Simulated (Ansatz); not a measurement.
Consider the ligand exchange at a Ga–S bond: `C[O][Ga]([SH])[SH]` + H–F → `C[O][Ga]([F])[SH]` + H₂S.

Program: Ansatz. Geometries: PBE0-D4/def2-TZVP. ΔE: electronic, gas phase. CBS: MP2 limit from def2 TZ/QZ plus the TZ coupled-cluster correction, frozen cores. This one scheme is used for every species. Functionals use def2-TZVPP. B3LYP here is the variant with VWN-RPA as its local correlation; programs differ in this. For Ga outer-core shells are correlated without core-valence functions, which leaves a few kJ/mol of doubt a bond. Scalar relativity is left out up to krypton. One conformer a species, not always the lowest.

```
         level  ΔE (kJ/mol)  difference from CCSD(T)/CBS
     r2SCAN-D4          4.7                         -8.1
      B3LYP-D4          4.5                         -8.3
        B2PLYP         -1.0                        -13.8
           PBE          5.7                         -7.1
         B3LYP         -5.2                        -18.0
 HF/def2-TZVPP        -11.0                        -23.8
MP2/def2-TZVPP         11.6                         -1.2
 HF/def2-QZVPP        -13.9                        -26.7
MP2/def2-QZVPP         14.4                          1.6
CCSD/CBS(def2)          9.7                         -3.1
   CCSD(T)/CBS         12.8                            0
```

Largest T1 diagnostic among the species: 0.014.

In def2-TZVPP, CCSD(T) changes the Hartree–Fock value by +17.1 kJ/mol (the triples alone add +3.2 kJ/mol) and MP2 by +22.5 kJ/mol. From PBE to PBE0 (25 % exact exchange), in def2-TZVPP and without D4, ΔE moves by +3.5 kJ/mol.
